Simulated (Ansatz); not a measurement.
Single points on GeH(NMe2)3 (C₆H₁₉GeN₃).

```yaml
crystal:
  periodic: [false, false, false]
  atoms:
    - {symbol: Ge, position_ang: [-0.019328, -0.085660, 0.758338]}
    - {symbol: H, position_ang: [0.065631, -0.050749, 2.313934]}
    - {symbol: N, position_ang: [1.733363, -0.212331, 0.163134]}
    - {symbol: C, position_ang: [2.005567, -0.171879, -1.258831]}
    - {symbol: C, position_ang: [2.820806, 0.256135, 0.993302]}
    - {symbol: H, position_ang: [2.229680, 0.858218, -1.638580]}
    - {symbol: H, position_ang: [1.136659, -0.561099, -1.827435]}
    - {symbol: H, position_ang: [2.885312, -0.808780, -1.516049]}
    - {symbol: H, position_ang: [2.542395, 0.209756, 2.066295]}
    - {symbol: H, position_ang: [3.728619, -0.379843, 0.859941]}
    - {symbol: H, position_ang: [3.132030, 1.309979, 0.771994]}
    - {symbol: N, position_ang: [-1.031310, 1.392981, 0.276851]}
    - {symbol: C, position_ang: [-1.251730, 1.681038, -1.125317]}
    - {symbol: C, position_ang: [-1.073673, 2.553798, 1.138555]}
    - {symbol: H, position_ang: [-2.255305, 2.142491, -1.285536]}
    - {symbol: H, position_ang: [-1.217329, 0.745034, -1.719067]}
    - {symbol: H, position_ang: [-0.497471, 2.388428, -1.556882]}
    - {symbol: H, position_ang: [-0.890106, 2.264958, 2.193997]}
    - {symbol: H, position_ang: [-0.321105, 3.339874, 0.869372]}
    - {symbol: H, position_ang: [-2.075879, 3.044268, 1.100045]}
    - {symbol: N, position_ang: [-0.871259, -1.487258, -0.089783]}
    - {symbol: C, position_ang: [-2.318087, -1.556024, -0.106896]}
    - {symbol: C, position_ang: [-0.210956, -2.769311, -0.224818]}
    - {symbol: H, position_ang: [-2.691247, -1.931619, -1.089558]}
    - {symbol: H, position_ang: [-2.749361, -0.549080, 0.059784]}
    - {symbol: H, position_ang: [-2.730052, -2.241167, 0.677792]}
    - {symbol: H, position_ang: [0.886475, -2.642758, -0.139389]}
    - {symbol: H, position_ang: [-0.533820, -3.508569, 0.552366]}
    - {symbol: H, position_ang: [-0.428487, -3.230830, -1.217570]}
basis:
  gaussian: {orbitals: def2-TZVP, fitting: {mean_field: def2-universal-jkfit}, initial_orbitals: start.molden}
hamiltonian: {xc: lda}
scf: {omitted_lower_state_checks: [starts]}
output: {orbitals: {seedname: orbitals}}
```

The file start.molden holds the orbitals of an earlier run on this structure, at another level or in another basis.

```sh
$ ansatz run in.yaml --threads 2 --pin off --events-out ev --progress --plain --max-ram 32768MiB --backend cuda --devices 0, --max-vram 18GiB
```

Output, abridged:

```
Functional definition: SPW92
  name "SPW92"
  cite "Dirac, Proc. Camb. Phil. Soc. 26, 376 (1930) doi:10.1017/S0305004100016108"
  cite "Slater, Phys. Rev. 81, 385 (1951) doi:10.1103/PhysRev.81.385"
  cite "Perdew & Wang, Phys. Rev. B 45, 13244 (1992) doi:10.1103/PhysRevB.45.13244"
  exchange = slater_x
  correlation = pw_c
these checks for a lower state are left out or cut short: starts
1289 factors; integrals over basis functions are off by at most 5.6e-1 eV
mean field evaluation 1: about -67339.0885 eV, gradient 5.7e1 eV
mean field evaluation 2: about -67340.1737 eV, gradient 1.5e0 eV
mean field evaluation 4: about -67340.1932 eV, gradient 1.5e-1 eV
mean field evaluation 8: about -67340.1932 eV, gradient 2.1e-5 eV
mean field -67340.19322741 eV, -2474.7064562851 hartree, gradient 2.1e-5 eV, S^2 0.000000; 0 other end points of the search recorded, 0 dependent functions left out
reference -67340.19329204 eV, -2474.7064586601 hartree; 54, 54 occupied and 387, 387 virtual orbitals, 1289 factors
Total energy: -67340.19329204 eV, -2474.7064586601 hartree
Checks for a lower state left out: starts
```

It took 4.3 s on 2 threads of AMD EPYC 7R13 on a shared host and a share (18 GiB) of an NVIDIA H100 80GB HBM3, peak host memory 0.79 GiB.

The first input with `hamiltonian: {xc: hse06, dispersion: d4}` (abridged; 8 s):

```
Functional definition: HSE06
mean field -67503.32510671 eV, -2480.7014422744 hartree, gradient 1.1e-5 eV, S^2 0.000000
Total energy: -67503.97984727 eV, -2480.7255035461 hartree
Checks for a lower state left out: starts
```

The first input with `gaussian: {orbitals: def2-SVP, initial_orbitals: start.molden}`, `hamiltonian: {xc: pbe, dispersion: d4}` (abridged; 7 s):

```
Functional definition: PBE
mean field -67481.79467831 eV, -2479.9102136245 hartree, gradient 7.7e-6 eV, S^2 0.000000
Total energy: -67482.60480598 eV, -2479.9399852674 hartree
Checks for a lower state left out: starts
```

First input, but with `gaussian: {orbitals: 6-31G}`, `hamiltonian: {xc: {name: B3LYP}, dispersion: d4}` (abridged; 7 s):

```
Functional definition: B3LYP
mean field evaluation 16: about -67509.3014 eV, gradient 1.4e-4 eV
mean field -67509.30137166 eV, -2480.9210659605 hartree, gradient 5.1e-5 eV, S^2 0.000000
Total energy: -67510.57096829 eV, -2480.9677227763 hartree
Checks for a lower state left out: starts
```

The first input with `hamiltonian: {xc: hf}` (abridged; 3.3 s):

```
Functional definition: HF
mean field -67405.65284712 eV, -2477.1120529393 hartree, gradient 1.7e-5 eV, S^2 0.000000
Total energy: -67405.65284712 eV, -2477.1120529393 hartree
Checks for a lower state left out: starts
```

Geometry: PBE-D4/def2-SVP.

The 6-31G sets use Cartesian d functions. B3LYP takes the VWN-RPA correlation. HSE06 is defined as in plane-wave codes, on full-range PBE exchange. Single mean-field runs in def2-TZVP are fitted with def2-universal-jkfit.
